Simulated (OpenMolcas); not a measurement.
**Co⁷⁺: CASPT2 settings compared**

```yaml
Program: OpenMolcas
Basis: ANO-L-VQZP [7s6p4d3f2g]
Scalar_Hamiltonian: non-relativistic, point nucleus
Active_space: 2 electrons in 5 orbitals (3d)
State_averaging: 2S+1 = 3 even, 10 roots; 2S+1 = 1 even, 5 roots
Spin-orbit_coupling: state interaction with AMFI integrals over the reference wave functions, term energies averaged over their components
```

Methods on the same reference wave functions:
A. CASSCF
B. SS-CASPT2, IPEA 0.6 Eh, real shift 0.5 Eh (closed shells correlated: 2s 2p 3s 3p)
C. SS-CASPT2, IPEA 0.2 Eh, no level shift (closed shells correlated: 2s 2p 3s 3p)
D. XMS-CASPT2, IPEA 0.15 Eh, sigma2 regulariser 0.2 Eh (closed shells correlated: none)

Energies in cm⁻¹ above 3d² ³F₂, the measured ground level; measured values from Sugar and Corliss, J. Phys. Chem. Ref. Data 10, 1097 (1981).

| Level | A | B | C | D | Measured |
| --- | --- | --- | --- | --- | --- |
| 3d² ³F₂ | 0.0 | 0.0 | 0.0 | 0.0 | 0.0 |
| 3d² ³F₃ | 1438 | 1453 | 1454 | 1444 | 1430 |
| 3d² ³F₄ | 3245 | 3260 | 3260 | 3250 | 3144 |
| 3d² ¹D₂ | 23465 | 19710 | 19610 | 21670 | 19624 |
| 3d² ³P₀ | 26954 | 23410 | 23050 | 25470 | 22304 |

Deviations, from unrounded energies. A percentage is the sum of absolute deviations over the sum of measured energies, with the sign that they share, or ± where signs differ.

```json
{"Against measurement": "mean absolute deviation (cm-1)", "Levels": "4", "A": "2100", "B": "330", "C": "230", "D": "1300"}
{"Against measurement": "fine structure of the ground term (%)", "Levels": "2", "A": "+2.4", "B": "+3.1", "C": "+3.1", "D": "+2.7"}
{"Against measurement": "other terms of the ground configuration (%)", "Levels": "2", "A": "+20.3", "B": "+2.8", "C": "±1.8", "D": "+12.4"}
```

C lies closest to measurement on these levels and A furthest from it. The largest miss of C in the table is 3d² ³P₀, by +740 cm-1. The ranking rests on the paired levels alone, and a cruder setting can come out closer through cancelling errors.

Among B to D the level of the table that moves most is 3d² ³P₀, by 2400 cm-1 (lowest in C, highest in D). Moves below CASPT2's spread within the term are not significant.

The two smallest mean deviations differ by little beside CASPT2's spread within terms, so their order carries little weight.

From A to B the spin-free energies of the other terms of 3d² shown, above ³F, scale by factors of 0.83 to 0.86, as is usual when dynamic correlation screens the repulsion within a d or f shell.

The lowest spin-free term lies below A's lowest term by 0.365 hartree in B, 0.371 hartree in C, 0.006 hartree in D.

CASPT2 breaks the degeneracy within a term, and the mean is taken; among the terms shown or strongly mixed into the levels shown the widest spread is 830 cm-1 (3d² ³F, C). Without dynamic correlation excited terms often stand tens of per cent too high (terms of higher spin than the ground term too low), and those without a measured partner can miss by more than the paired ones (holds for A). Measured partners are found by configuration, term and J. A level has none where our copy of the source lacks it or the pairing is in doubt (some pairs that miss far off the trend of their configuration count as doubtful), and it then counts in no deviation. Only configurations of the active space appear. The table leaves out levels that lie high or whose names do not pair safely across all columns.
